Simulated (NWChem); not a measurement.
Everything below was run with NWChem. System: C$_{2}$H$_{5}$O, charge 0, spin multiplicity 2, at a geometry optimised with UPBE/def2-SVP. The structure started from a generated list of species. Its SCF solution wasn't tested for a lower state. Level: UHF/def2-SVPD.

NWChem printed:

```
             Northwest Computational Chemistry Package (NWChem) 7.3.0
             --------------------------------------------------------

                                NWChem Input Module
                                -------------------

 Scaling coordinates for geometry "geometry" by  1.889725989
 (inverse scale =  0.529177249)

                             Geometry "geometry" -> ""
                             -------------------------

 Output coordinates in angstroms (scale by  1.889725989 to convert to a.u.)

  No.       Tag          Charge          X              Y              Z
 ---- ---------------- ---------- -------------- -------------- --------------
    1 C                    6.0000    -1.21016400    -0.17220300     0.21746400
    2 C                    6.0000     0.20887200     0.21095400     0.42415200
    3 O                    8.0000     1.04992800    -0.08978500    -0.62133800
    4 H                    1.0000    -1.79142500    -0.03236000     1.15024100
    5 H                    1.0000    -1.71634800     0.42441900    -0.58458000
    6 H                    1.0000    -1.29399200    -1.23802800    -0.08785500
    7 H                    1.0000     0.47163700     1.08851900     1.04572100
    8 H                    1.0000     1.93845700     0.24322100    -0.40251900

 Effective nuclear repulsion energy (a.u.)      74.5290628249

            Nuclear Dipole moment (a.u.)
            ----------------------------
        X                 Y               Z
 ---------------- ---------------- ----------------
     0.0000018897    -0.0000056692    -0.0000000000


 Summary of "ao basis" -> "" (spherical)
 ------------------------------------------------------------------------------
       Tag                 Description            Shells   Functions and Types
 ---------------- ------------------------------  ------  ---------------------
 *                         def2-svpd                  on all atoms

 Summary of "ao basis" -> "ao basis" (spherical)
 ------------------------------------------------------------------------------
       Tag                 Description            Shells   Functions and Types
 ---------------- ------------------------------  ------  ---------------------
 C                         def2-svpd                 8       20   4s2p2d
 O                         def2-svpd                 9       23   4s3p2d
 H                         def2-svpd                 4        8   2s2p
[...]
   Bfn.  Coefficient  Atom+Function         Bfn.  Coefficient  Atom+Function
  ----- ------------  ---------------      ----- ------------  ---------------
    24      5.927628  2 C  s                  4     -3.517054  1 C  s
    89     -2.572564  7 H  s                 44     -2.542221  3 O  s
     3     -2.040282  1 C  s                 73      1.188195  5 H  s
    97      1.011205  8 H  s                 23      0.770390  2 C  s
    81      0.638488  6 H  s                 51     -0.612105  3 O  px

 center of mass
 --------------
 x =   0.09935023 y =  -0.02020558 z =  -0.04653913

 moments of inertia (a.u.)
 ------------------
          56.493308767354         -12.421442652911          48.963777021806
         -12.421442652911         211.878169116871          -8.482612947390
          48.963777021806          -8.482612947390         183.915702276059

  Mulliken analysis of the total density
  --------------------------------------

    Atom       Charge   Shell Charges
 -----------   ------   -------------------------------------------------------
    1 C    6     5.97   1.99  0.88 -0.17  0.05  2.03  1.07  0.04  0.07
    2 C    6     5.90   1.99  0.89  0.15  0.05  1.91  0.68  0.07  0.17
    3 O    8     8.63   1.99  1.06  0.73  0.03  2.84  1.83  0.13  0.02  0.01
    4 H    1     0.88   0.75  0.04  0.02  0.06
    5 H    1     0.88   0.74  0.07  0.02  0.04
    6 H    1     0.90   0.75  0.06  0.02  0.07
    7 H    1     1.06   0.76  0.24  0.03  0.03
    8 H    1     0.78   0.69  0.02  0.07  0.01

  Mulliken analysis of the alpha density
  --------------------------------------

    Atom       Charge   Shell Charges
 -----------   ------   -------------------------------------------------------
    1 C    6     2.86   0.99  0.43 -0.11  0.03  0.99  0.48  0.02  0.02
    2 C    6     3.56   0.99  0.48  0.17  0.01  1.25  0.54  0.03  0.09
    3 O    8     4.33   1.00  0.53  0.36  0.01  1.46  0.90  0.05  0.01  0.00
    4 H    1     0.45   0.38  0.02  0.01  0.03
    5 H    1     0.48   0.39  0.05  0.01  0.02
    6 H    1     0.46   0.38  0.03  0.01  0.03
    7 H    1     0.47   0.36  0.08  0.02  0.02
    8 H    1     0.39   0.34  0.01  0.03  0.00

   Mulliken analysis of the beta density
   -------------------------------------

    Atom       Charge   Shell Charges
 -----------   ------   -------------------------------------------------------
    1 C    6     3.11   0.99  0.45 -0.06  0.03  1.05  0.59  0.02  0.05
    2 C    6     2.34   0.99  0.40 -0.01  0.04  0.67  0.14  0.04  0.08
    3 O    8     4.30   1.00  0.53  0.37  0.02  1.38  0.93  0.07  0.01  0.01
    4 H    1     0.43   0.37  0.02  0.01  0.03
    5 H    1     0.40   0.35  0.02  0.01  0.02
    6 H    1     0.44   0.37  0.02  0.01  0.04
    7 H    1     0.58   0.40  0.16  0.01  0.01
    8 H    1     0.39   0.35  0.01  0.03  0.00

   Mulliken analysis of the spin density
   -------------------------------------

    Atom       Charge   Shell Charges
 -----------   ------   -------------------------------------------------------
    1 C    6    -0.25  -0.00 -0.01 -0.05  0.00 -0.06 -0.10  0.01 -0.03
    2 C    6     1.22  -0.00  0.08  0.18 -0.02  0.58  0.40 -0.00  0.01
    3 O    8     0.02  -0.00  0.01 -0.01 -0.01  0.08 -0.03 -0.02  0.00 -0.00
    4 H    1     0.01   0.01  0.01 -0.00  0.00
    5 H    1     0.07   0.05  0.03 -0.00 -0.00
    6 H    1     0.03   0.02  0.01 -0.00 -0.00
    7 H    1    -0.11  -0.04 -0.08  0.01  0.01
    8 H    1    -0.00  -0.00  0.00  0.00  0.00

       Multipole analysis of the density wrt the origin
       ------------------------------------------------

     L   x y z        total         alpha         beta         nuclear
     -   - - -        -----         -----         ----         -------
     0   0 0 0     -0.000000    -13.000000    -12.000000     25.000000

     1   1 0 0      0.210040     -0.112159      0.322197      0.000002
     1   0 1 0      0.405492      0.153237      0.252260     -0.000006
     1   0 0 1      0.384670     -0.238309      0.622979     -0.000000

     2   2 0 0    -11.495385    -59.609867    -57.864219    105.978701
     2   1 1 0      1.299369     -3.957346     -4.302927      9.559642
     2   1 0 1      0.294572     13.172646     13.893953    -26.772027
     2   0 2 0    -14.583118    -14.125849    -12.839383     12.382114
     2   0 1 1      0.235047     -2.545155     -3.013103      5.793304
     2   0 0 2    -15.731326    -22.294440    -19.790344     26.353458

 Task  times  cpu:        4.0s     wall:        4.0s

 Total times  cpu:        4.0s     wall:        4.0s
```

Q: Write an NWChem input that would produce this output.

A: Several could match; the one computed here: 
```
start mol
memory heap 200 mb stack 900 mb global 1100 mb
geometry units angstroms nocenter noautoz noautosym
  C     -1.210164    -0.172203     0.217464
  C      0.208872     0.210954     0.424152
  O      1.049928    -0.089785    -0.621338
  H     -1.791425    -0.032360     1.150241
  H     -1.716348     0.424419    -0.584580
  H     -1.293992    -1.238028    -0.087855
  H      0.471637     1.088519     1.045721
  H      1.938457     0.243221    -0.402519
end
basis spherical
  * library def2-svpd
end
scf
  uhf
  nopen 1
  maxiter 100
  thresh 1e-7
  semidirect memsize 60000000 filesize 0
  # guess.movecs holds the orbitals of an unrestricted PBE0 run
  vectors input guess.movecs output mol.movecs
end
task scf energy
```
